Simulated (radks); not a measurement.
Problem. These are the eigenvalues of the occupied orbitals of an atom or ion with whole-number occupations (eV). Method: Dirac Kohn-Sham, PBE, spin-unpolarised, spherical densities, finite nucleus; Fermi nuclear charge, rms radius of each element as measured or else 0.836 A^(1/3) + 0.57 fm; computed with a radial shooting solver on a logarithmic mesh with Libxc functionals.

orbital  eigenvalue
1s1/2     -14271.31
2s1/2     -1978.832
2p1/2     -1799.716
2p3/2     -1745.828
3s1/2     -376.8734
3p1/2     -313.4434
3p3/2     -305.4469
3d3/2     -194.6991
3d5/2     -193.3614
4s1/2     -118.4854

Which element is it, and in what charge state? The configuration may be excited. Open shells, if any, fill j = l - 1/2 first.

Solution. Z = 36, krypton, charge +7: Kr7+ in [Ar] 3d10 4s1. The list shows which subshells hold electrons but not how many an open one holds; the 1s level, -524.46 hartree, gives Z - s = 32.4 by -(Z - s)^2/2, which with screening and relativity narrows Z to a few neighbours, and the depths of the outer levels then fix element, charge and occupations together.
